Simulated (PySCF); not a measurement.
Static response to an electric field

Species: C8H16BFO2.
SMILES with atom numbers: `[CH3:1][CH2:2][CH2:3][CH2:4][CH2:5][B:6]1[O:7][CH2:8][CH2:9][C@H:10]([F:11])[O:12]1` (hydrogens: H13, H14, H15 on C1; H16, H17 on C2; H18, H19 on C3; H20, H21 on C4; H22, H23 on C5; H24, H25 on C8; H26, H27 on C9; H28 on C10)

Structure used (PBE0-D3(BJ)/def2-SVP), in Å, numbered top down from 1:
```xyz
28
C8H16BFO2 angstrom
C     -4.006    0.694    0.305
C     -3.162   -0.423   -0.287
C     -1.774    0.031   -0.717
C     -0.915   -1.081   -1.305
C      0.470   -0.604   -1.731
B      1.409   -0.144   -0.560
O      1.220   -0.632    0.696
C      2.075   -0.268    1.759
C      3.451    0.109    1.249
C      3.296    1.149    0.159
F      2.765    2.286    0.719
O      2.453    0.716   -0.844
H     -3.527    1.124    1.200
H     -4.145    1.515   -0.417
H     -5.005    0.339    0.601
H     -3.685   -0.864   -1.154
H     -3.061   -1.242    0.447
H     -1.869    0.848   -1.456
H     -1.252    0.469    0.152
H     -1.444   -1.529   -2.165
H     -0.811   -1.886   -0.557
H      1.009   -1.415   -2.256
H      0.398    0.211   -2.472
H      2.128   -1.115    2.458
H      1.631    0.586    2.298
H      4.075    0.510    2.061
H      3.966   -0.770    0.828
H      4.257    1.434   -0.301
```

Level: CAM-B3LYP/def2-SVPD (PySCF), static field, nuclei fixed, core orbitals frozen in the response. The polarisability tensor in these axes (au):

```
x   127.86   3.56   2.95
y     3.56 103.28   2.71
z     2.95   2.71 110.38
```

Question: What are the eigenvalues, a third of the trace, and Δα (Δα² = ½Σ(αi − αj)² over the three pairs)?

Answer: Principal values 102.11, 110.44 and 128.96 au; mean 113.84 au = 16.87 Å³ = 18.77 × 10⁻⁴⁰ C²·m²/J; Δα = 23.80 au (21 % of the mean).

Question: What is the dipole moment, and where does it point?

Answer: (1.94, -1.29, 1.21) D, 2.62 D in size, pointing from the negative to the positive side. Measured along this direction, the outermost atoms are H14 at the negative end and H26 and H27 at the positive end.

Question: In a dilute gas of rigid molecules at 273 K, how does the orientational term μ²/3kT compare with the electronic polarisability?

Answer: In Gaussian units μ²/3kT = 60.86 Å³ against 16.87 Å³, a ratio of 3.61; the Debye molar polarisation (4π/3)N_A(α + μ²/3kT) is 196.1 cm³/mol, leaving out the vibrational part.

Question: Molar refractivity from α?

Answer: Lorentz–Lorenz: R = (4π/3)N_A α = 2.5225 cm³/(mol·Å³) × 16.87 Å³ = 42.6 cm³/mol, in the limit of long wavelengths.

Question: Traceless (Buckingham) quadrupole moment about the centre of nuclear charge: eigenvalues?

Answer: -10.56, -2.39, 12.95 D·Å. The values depend on the origin, since the dipole doesn't vanish. The electronic extent ⟨r²⟩ about the same centre is 3044 bohr², a root-mean-square distance of 3.01 Å for the 94 electrons.

One conformer (not necessarily the lowest) at the PBE0-D3(BJ)/def2-SVP geometry, without solvent, vibrations or thermal averaging.
